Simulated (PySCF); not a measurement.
BeH₆Si₂, SMILES [SiH3][Be][SiH3]. Atoms are numbered in the order given.

```xyz
9

Be     0.0000     0.0000     0.0000
Si     0.0000     0.0000    -2.1917
H      1.2233     0.6467    -2.7525
H     -1.1717     0.7361    -2.7525
H     -0.0516    -1.3828    -2.7525
Si     0.0000     0.0000     2.1917
H      1.2233    -0.6467     2.7525
H     -1.1717    -0.7361     2.7525
H     -0.0516     1.3828     2.7525
```
Charge 0, spin multiplicity 1.

Coordinates come from a PBE0-D3(BJ)/def2-TZVP optimisation.

These are C-PCM-ωB97X/def2-SVP (PySCF) values and carry that method's errors.

The values are the electrostatic part of the solvation free energy, E(continuum) − E(gas) at the gas-phase geometry, in a cavity of scaled van der Waals radii (PySCF's table); cavitation and dispersion terms are not included. A continuum can't describe solvent molecules that bind to the metal. In vacuum the orbital gap is 9.98 eV. The dipole moment in vacuum is 0.00 D.

```tsv
solvent	ε	ΔG(elec) (kcal/mol)	dipole (D)	gap (eV)
water	78.36	-4.6	0.00	10.31
cyclohexanone	15.62	-4.3	0.00	10.29
acetonitrile	35.69	-4.5	0.00	10.30
```
